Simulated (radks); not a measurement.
Values are calculated unless marked as measured or tabulated.
Spherical jellium clusters: N electrons in a uniform positive sphere of charge N and radius rs N^(1/3), rs = 4.75 bohr. Level of theory: non-relativistic Kohn-Sham, LDA (Slater exchange, Perdew-Wang correlation), spin-polarised, spherical densities (a radial shooting solver with Libxc functionals). Levels are named by radial order and angular momentum (1s, 1p, 1d, 2s, ...), and open shells are averaged over m.

N = 29, configuration 1s2 1p6 1d10 2s2 1f(up 7, down 2). This is the lowest configuration that the search found. Occupied and some empty levels:

| level | occupation | eigenvalue (eV) | <r> (bohr) |
|---|---|---|---|
| 1s up | 1 | -4.3289 | 8.876 |
| 1s down | 1 | -4.2077 | 8.385 |
| 1p up | 3 | -3.8834 | 10.44 |
| 1p down | 3 | -3.7086 | 10.24 |
| 1d up | 5 | -3.3135 | 11.42 |
| 1d down | 5 | -3.1154 | 11.36 |
| 2s up | 1 | -3.0164 | 8.757 |
| 2s down | 1 | -2.9240 | 9.076 |
| 1f up | 7 | -2.6284 | 12.19 |
| 1f down | 2 | -2.4233 | 12.22 |
| 2p up | 0 | -2.1297 | 10.19 |
| 2p down | 0 | -2.0394 | 10.29 |
| 1g up | 0 | -1.8441 | 12.90 |
| 1g down | 0 | -1.6428 | 12.99 |
| 2d up | 0 | -1.2560 | 12.04 |
| 2d down | 0 | -1.1574 | 12.13 |

Energy (eV): total -54.3327, kinetic 37.742, external -1870.3, Hartree 930.44, exchange-correlation -93.060, background 940.89.
